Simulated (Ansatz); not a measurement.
System: C$_{2}$H$_{3}$Br, charge 0, singlet. C2H3Br (bromoethene, SMILES BrC=C).
B3LYP-D3(BJ)/def2-TZVP minimum from Ansatz (an electronic-structure program):
```
C
C 1 1.3193
H 1 1.0797 2 124.39
H 2 1.0811 1 122.60 3 180.00
H 2 1.0831 4 117.94 1 180.00
Br 1 1.9011 3 112.22 2 180.00
```
Charge 0, spin multiplicity 1.

Total energies in hartree (Ansatz). Open shells are spin-unrestricted; no spin-orbit coupling. Correlated methods leave the cores frozen (noble-gas shells, and filled d and f shells in the p block). No relativity. Where a partner has so few electrons that a lower coupled-cluster level is exact, that level stands in. Spin-orbit terms, left out, reach several kcal/mol for Br and I, and more for heavier atoms.

| species | HF/cc-pVTZ | CCSD(T)/cc-pVTZ | HF/cc-pVQZ | CCSD(T)/cc-pVQZ | CCSD(T)/cc-pVDZ | CCSDT(Q)/cc-pVDZ |
|---|---|---|---|---|---|---|
| 1: C2H3Br (bromoethene, SMILES C=CBr) | -2649.94359 | -2650.48581 | -2649.95158 | -2650.53007 | -2650.27386 | -2650.27557 |
| 2: C (triplet) | -37.69157 | -37.78076 | -37.69331 | -37.78654 | -37.76038 | -37.76071 |
| 3: Br (doublet) | -2572.44509 | -2572.60263 | -2572.44802 | -2572.62195 | -2572.47590 | -2572.47619 |
| 4: H (doublet) | -0.49981 | -0.49981 | -0.49995 | -0.49995 | -0.49928 | -0.49928 |

**Question.** Work out the atomisation energy (electronic, to ground-state atoms) in kcal/mol: take Hartree-Fock from cc-pVQZ, extrapolate the CCSD(T) correlation energy as X^-3 (X = 3, 4), and add CCSDT(Q) - CCSD(T) in cc-pVDZ. 1 hartree = 627.51 kcal/mol.

**Answer.** 
Species 1: correlation (64·(-0.57849) - 27·(-0.54222))/37 = -0.60496; step -0.00171; E1 = -2649.95158 + (-0.60496) + (-0.00171) = -2650.55825
Species 2: correlation (64·(-0.09323) - 27·(-0.08919))/37 = -0.09618; step -0.00033; E2 = -37.69331 + (-0.09618) + (-0.00033) = -37.78982
Species 3: correlation (64·(-0.17393) - 27·(-0.15754))/37 = -0.18589; step -0.00029; E3 = -2572.44802 + (-0.18589) + (-0.00029) = -2572.63420
Species 4: correlation (64·(0.00000) - 27·(0.00000))/37 = 0.00000; step +0.00000; E4 = -0.49995 + (0.00000) + (+0.00000) = -0.49995
-1·E1 +2·E2 +1·E3 +3·E4 = 0.84456 hartree = 530.0 kcal/mol.
